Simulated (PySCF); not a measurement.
# Gd³⁺ (gadolinium, charge +3) across methods

[Xe] 4f7, high-spin 8S determinant. Calculation: PySCF 2.14, in ANO-RCC-VTZP (8s7p5d3f2g1h, 104 functions); the spin-free X2C one-electron Hamiltonian (Gaussian nucleus).

```json
{"method": "LDA", "E (hartree)": "-11260.55", "mean ε 5p α (eV)": "-53.012", "mean ε 5p β (eV)": "-50.777", "mean ε 4f α (eV)": "-35.896", "Σ⟨r²⟩ (bohr²)": "35.24", "⟨S²⟩": "15.753"}
{"method": "PBE0", "E (hartree)": "-11268.68", "mean ε 5p α (eV)": "-54.777", "mean ε 5p β (eV)": "-52.305", "mean ε 4f α (eV)": "-38.852", "Σ⟨r²⟩ (bohr²)": "35.13", "⟨S²⟩": "15.754"}
{"method": "r2SCAN", "E (hartree)": "-11269.03", "mean ε 5p α (eV)": "-53.696", "mean ε 5p β (eV)": "-51.017", "mean ε 4f α (eV)": "-36.012", "Σ⟨r²⟩ (bohr²)": "35.14", "⟨S²⟩": "15.757"}
{"method": "UHF", "E (hartree)": "-11265.01817", "mean ε 5p α (eV)": "-59.608", "mean ε 5p β (eV)": "-56.298", "mean ε 4f α (eV)": "-47.760", "Σ⟨r²⟩ (bohr²)": "35.05", "⟨S²⟩": "15.757"}
```

Question: Estimate the same row for PBE.

Answer: E (hartree) = -11268.74; mean ε 5p α (eV) = -52.791; mean ε 5p β (eV) = -50.498; mean ε 4f α (eV) = -35.643; Σ⟨r²⟩ (bohr²) = 35.25; ⟨S²⟩ = 15.754.

Spin-orbit coupling, which splits the p, d and f shells strongly at this Z, is absent.
